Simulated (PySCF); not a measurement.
PySCF 2.14 output of an unrestricted LDA calculation on a single atom or ion in aug-cc-pVTZ-DK, with scalar relativity by spin-free X2C-1e:

```
SCF conv_tol = 1e-09
number electrons alpha = 23  beta = 18
    P. A. M. Dirac.,  Math. Proc. Cambridge Philos. Soc. 26, 376 (1930)
    F. Bloch.,  Z. Phys. 57, 545 (1929)
    S. H. Vosko, L. Wilk, and M. Nusair.,  Can. J. Phys. 58, 1200 (1980)
cycle= 1 E= -3814.64356030715  delta_E= -0.0175  |g|= 0.0673  |ddm|= 1.07
cycle= 2 E= -3814.64346446163  delta_E= 9.58e-05  |g|= 0.0495  |ddm|= 0.137
cycle= 3 E= -3814.6440458734  delta_E= -0.000581  |g|= 0.0184  |ddm|= 0.107
cycle= 4 E= -3814.64419283722  delta_E= -0.000147  |g|= 0.000798  |ddm|= 0.0295
cycle= 5 E= -3814.64419326182  delta_E= -4.25e-07  |g|= 0.000112  |ddm|= 0.00119
cycle= 6 E= -3814.6441932699  delta_E= -8.08e-09  |g|= 4.74e-06  |ddm|= 0.000167
cycle= 7 E= -3814.64419326991  delta_E= -8.64e-12  |g|= 9.47e-08  |ddm|= 9.75e-06
converged SCF energy = -3814.64419326991  <S^2> = 8.7504593  2S+1 = 6.0001531
```

The run itself started from symmetry-adapted Hartree-Fock orbitals and held the occupation by maximum overlap, on a logarithmic radial grid, so the iterations belong to that start.

Problem. Which element, charge and spin multiplicity is this?

Solution. Nb (niobium, neutral), multiplicity 6; the state was [Kr] 4d4 5s1, high-spin 6D determinant.
